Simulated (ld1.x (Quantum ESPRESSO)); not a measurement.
**copper (Cu): from the effect back to the setting (PAW)**

Base potential:

ld1.x (Quantum ESPRESSO) 7.5 input, shortened:

```
&input
   title='Cu', zed=29., rel=1, dft='PZ', iswitch=3,
   config='[Ar] 3d10 4s1 4p0'
 /
 &inputp
   pseudotype=3, lpaw=.true., tm=.true., lloc=-1, rcloc=1.50,
   nlcc=.true., new_core_ps=.true., rcore=1.55,
   which_augfun='BESSEL', rmatch_augfun=1.40
 /
6
4S  1  0   1.00   0.00  2.25  2.50  0.0
4S  1  0   0.00   2.05  2.25  2.50  0.0
4P  2  1   0.00   0.00  2.00  2.45  0.0
4P  2  1   0.00   1.15  2.00  2.45  0.0
3D  3  2  10.00   0.00  1.60  1.70  0.0
3D  3  2   0.00   1.70  1.60  1.70  0.0
 &test
   configts(1)='3d10 4s1 4p0'
 /
```

Cutoffs, loose and tight: the cutoffs (Ry, on a coarse ladder) from which the occupation-weighted sum of valence levels, in a spherical-Bessel basis at the reference potential, stays within 10 and 1 mRy of its value at 400 Ry. They do not see the model core or the augmentation charge, which bear on the density cutoff. Test errors are all-electron minus pseudo excitation energies from the reference, over the configurations 3d10 4s0 4p0; 3d9 4s0 4p0; 3d8 4s0 4p0; 3d9 4s1 4p1; 3d10 4s0 4p1; 3d10 4s0.5 4p0; 3d9 4s1 4p0 (two spin-polarised tests are not counted in the largest error); variants that change the core or the reference have their own tests. The largest error is taken over the tests solved by every variant that gives reliable tests at all, those not shown here included: 3d10 4s0 4p0; 3d10 4s0 4p1; 3d10 4s0.5 4p0; 3d8 4s0 4p0; 3d9 4s0 4p0; 3d9 4s1 4p0; 3d9 4s1 4p1.

Only the d radius is moved:

```
d radius (bohr)  cutoff, loose  cutoff, tight  bound ghosts  largest test error (meV)
            1.2         100 Ry         140 Ry          none                      -478
           1.42          55 Ry          90 Ry          none                      -479
           1.82          35 Ry          50 Ry          none                      -563
           2.08          25 Ry          40 Ry          none                      -545
            2.3          18 Ry          35 Ry          none                      -585
           2.48          18 Ry          25 Ry          none                      -637
```

**Question.** One more run gave cutoff, loose: 45 Ry; cutoff, tight: 70 Ry; bound ghosts: none; largest test error (meV): -484. Which value of the d radius was used?

**Answer.** 1.6 bohr. The tight cutoff moves one way along this sweep, from 140 Ry at 1.2 to 25 Ry at 2.48 bohr, which places the run between 1.42 and 1.82 bohr.
